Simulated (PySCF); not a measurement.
Spectra and structures to be paired. Method: TDDFT wB97X-D/def2-SVPD, vertical, gas phase, core orbitals frozen in the response in PySCF 2.14.0, density-fitted response routines. Geometries: GFN2-xTB; one conformer of each isolated species. Triplets are in the Tamm–Dancoff approximation.

A. `O1C[C@H](F)[Si@@H]1C`
B. `C1(O[SiH2]F)CC1`
C. `C#CP=C=O`
D. `F/C=C\CO[SiH3]`
E. `O=C[C@@H](F)C[SiH3]`

Lowest singlet levels (six at most, fewer where fewer were computed) with oscillator strengths:

1. 4.28 eV (f 0.001); 7.01 eV (f 0.011); 7.49 eV (f 0.018); 7.71 eV (f 0.011); 7.94 eV (f 0.018); 8.15 eV (f 0.000); T1 3.75 eV
2. 7.08 eV (f 0.042); 7.35 eV (f 0.054); 7.52 eV (f 0.294); 7.86 eV (f 0.012); 8.00 eV (f 0.008); 8.34 eV (f 0.047); T1 4.59 eV
3. 6.79 eV (f 0.042); 6.91 eV (f 0.013); 7.63 eV (f 0.017); 7.76 eV (f 0.015); 7.96 eV (f 0.017); 8.04 eV (f 0.051); T1 6.28 eV
4. 7.61 eV (f 0.012); 7.86 eV (f 0.013); 8.30 eV (f 0.009); 8.41 eV (f 0.025); 8.45 eV (f 0.016); 8.67 eV (f 0.014); T1 7.46 eV
5. 2.99 eV (f 0.000); 5.04 eV (f 0.001); 5.13 eV (f 0.088); 5.51 eV (f 0.026); 6.14 eV (f 0.000); 6.25 eV (f 0.000); T1 2.72 eV

Question: Which spectrum belongs to which structure?

Answer: 1 = E, 2 = D, 3 = A, 4 = B, 5 = C.
- A: S1 at 6.79 eV, HOMO→LUMO (93%); Löwdin shares by element: HOMO carbon 27% or more, fluorine 17%, silicon 16%, oxygen 14% (atoms not listed hold the other 26%); LUMO silicon 32%, oxygen 14%, carbon 12% or more, hydrogen 12% or more (atoms not listed hold the other 30%); HOMO -9.74 and LUMO 1.76 eV.
- B: S1 at 7.61 eV, HOMO→LUMO (84%), HOMO→LUMO+2 (8%); Löwdin shares by element: HOMO carbon 54%, oxygen 30% (atoms not listed hold the other 16%); LUMO silicon 38%, oxygen 11%, hydrogen 11% or more, fluorine 10% (atoms not listed hold the other 30%); HOMO -9.71 and LUMO 2.21 eV.
- C: S1 at 2.99 eV, HOMO→LUMO (98%); Löwdin shares by element: HOMO carbon 51%, phosphorus 34%; LUMO carbon 47% or more, oxygen 27%, phosphorus 18%; HOMO -8.56 and LUMO -0.29 eV; point group Cs, 3 of its 6 listed states under f = 0.0005.
- D: S1 at 7.08 eV, HOMO→LUMO (46%), HOMO-1→LUMO (44%); Löwdin shares by element: HOMO carbon 68%, fluorine 12% (atoms not listed hold the other 20%); LUMO silicon 27%, carbon 22% or more, hydrogen 9% or more (atoms not listed hold the other 43%); HOMO -9.42 and LUMO 1.75 eV.
- E: S1 at 4.28 eV, HOMO→LUMO (89%); Löwdin shares by element: HOMO oxygen 43%, carbon 21% or more, silicon 9% (atoms not listed hold the other 27%); LUMO carbon 51% or more, oxygen 33%, hydrogen 6% or more; HOMO -9.93 and LUMO 0.27 eV.
